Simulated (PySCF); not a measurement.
## Core-level binding energies of `FC[SiH2][PH3+]`

Compound: CH7FPSi (charge +1).
Numbering: `[F:1][CH2:2][SiH2:3][PH3+:4]`

Method: delta-SCF UKS SCAN, pcX-2 on the ionised atom, pcseg-1 elsewhere, spin-free X2C in PySCF. Each binding energy is the total energy of the core-ionised species, with the hole localised on one atom, minus that of the ground state; both are solved self-consistently, so orbital relaxation is included.

Q: Give the core binding energies atom by atom.

A: 
| atom(s) | bonded to | level | binding energy (eV) | 2p1/2 (eV) | count |
| --- | --- | --- | --- | --- | --- |
| P4 | 3 H and Si | P 1s | 2157.38 | – | 1 |
| Si3 | C, 2 H and P | Si 1s | 1852.38 | – | 1 |
| F1 | C | F 1s | 697.23 | – | 1 |
| C2 | F, 2 H and Si | C 1s | 297.48 | – | 1 |
| P4 | 3 H and Si | P 2p3/2 | 143.83 | 144.71 | 1 |
| Si3 | C, 2 H and P | Si 2p3/2 | 112.63 | 113.26 | 1 |

Q: Express the binding energy of P 1s of P4 in atomic units and per mole.

A: 2157.38 eV = 79.2823 Eh = 208156 kJ/mol.

Q: Which photon energy gives electrons from P 1s of P4 a kinetic energy of 200 eV, and what is their de Broglie wavelength?

A: hν = 2157.38 + 200 = 2357.38 eV, recoil neglected; λ = 12.264 Å/√(E/eV) = 0.87 Å.

The 2p values add to the ΔSCF energy of one spin-free hole a correction within the shell (spin–orbit coupling, ligand field). 2p1/2 minus 2p3/2 (ligand field included): Si 0.63 eV, P 0.89 eV. The species carries charge +1, so core ionisation leaves charge +2. One conformer (not necessarily the lowest) at the PBE0-D3(BJ)/def2-SVP geometry, without solvent, vibrations or thermal averaging.

Conformer computed: `[F:1][CH2:2][SiH2:3][PH3+:4]`: F1–C2–Si3–P4 0°.
